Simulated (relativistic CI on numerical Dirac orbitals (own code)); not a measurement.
**Slater and spin-orbit integrals, Se17+**

Computed by Dirac-Coulomb-Breit CI, KLI orbitals optimised for each configuration, QED by a radiative potential, unscaled Slater integrals (own radial code, finite nucleus).

Slater integrals F^k, G^k are unscaled and averaged over j, outside the closed core [Ne]; ζ comes from projecting the Hamiltonian with its Breit term on Σ l·s of the shell.

- 3s²3p⁵: ζ(3p) = 44016 cm⁻¹; <r>(3p) = 0.4979, <r^2>(3p) = 0.2858 (bohr units).
- 3s²3p⁴3d: F^2(3p,3p) = 200310, ζ(3p) = 43949, F^2(3p,3d) = 199870, G^1(3p,3d) = 222550, G^3(3p,3d) = 146050, ζ(3d) = 4684.5 cm⁻¹; <r>(3p) = 0.4986, <r^2>(3p) = 0.2866, <r>(3d) = 0.4565, <r^2>(3d) = 0.2428 (bohr units).
- 3s3p⁵3d: G^1(3s,3p) = 257100, ζ(3p) = 43907, G^2(3s,3d) = 169050, F^2(3p,3d) = 199650, G^1(3p,3d) = 222420, G^3(3p,3d) = 145930, ζ(3d) = 4756.1 cm⁻¹; <r>(3s) = 0.5063, <r^2>(3s) = 0.2916, <r>(3p) = 0.4991, <r^2>(3p) = 0.2872, <r>(3d) = 0.4572, <r^2>(3d) = 0.2436 (bohr units).

Averages of the first 10 configurations, taken without configuration mixing, which lowers the lowest level and can move excited configurations by several eV; other configurations of the list can lie among them:

| Configuration | Parity | States | Average energy above the lowest level (eV) |
| --- | --- | --- | --- |
| 3s²3p⁵ | odd | 6 | 8.7 |
| 3s3p⁶ | even | 2 | 81.8 |
| 3s²3p⁴3d | even | 150 | 99.0 |
| 3s3p⁵3d | odd | 120 | 168.2 |
| 3p⁶3d | even | 10 | 246.1 |
| 3s3p⁴3d² | even | 1350 | 257.6 |
| 3s²3p⁴4s | even | 30 | 335.1 |
| 3s²3p³3d4p | even | 1200 | 449.5 |
| 3p⁶4s | even | 2 | 484.2 |
| 3s²3p⁴4p | odd | 90 | 359.6 |
